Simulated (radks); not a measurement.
Problem. Valence configurations of the rhodium ion Rh+ (all share [Kr]). Calculated with a radial shooting solver on a logarithmic mesh with Libxc functionals: scalar-relativistic Kohn-Sham, r2SCAN, spin-polarised, spherical densities, finite nucleus; open shells are filled with parallel spins first (spin-orbit coupling, left out, can overturn this in heavy ions); meta-GGA in the generalised Kohn-Sham scheme; Fermi nuclear charge, rms radius 4.4945 fm. Order these by energy: 4d7.5 5s0.5; 4d7.5 5p0.5; 4d4.5 5s1 5p2.5; 4d8; 4d7 5s1; 4d7 5p1; 4d5.5 5p2.5; 4d6 5p2; 4d6.5 5s1 5p0.5; 4d6 5s1 5p1.

Solution. From the lowest, in eV above it: 4d8 0.000; 4d7.5 5s0.5 1.005; 4d7 5s1 1.973; 4d7.5 5p0.5 3.560; 4d6.5 5s1 5p0.5 5.923; 4d7 5p1 7.459; 4d6 5s1 5p1 10.233; 4d6 5p2 16.370; 4d5.5 5p2.5 21.395; 4d4.5 5s1 5p2.5 28.858. NIST lists [Kr] 4d8 as the ground configuration; this level of theory agrees among the configurations tried. The energies are those of spherical high-spin densities, not of single terms.
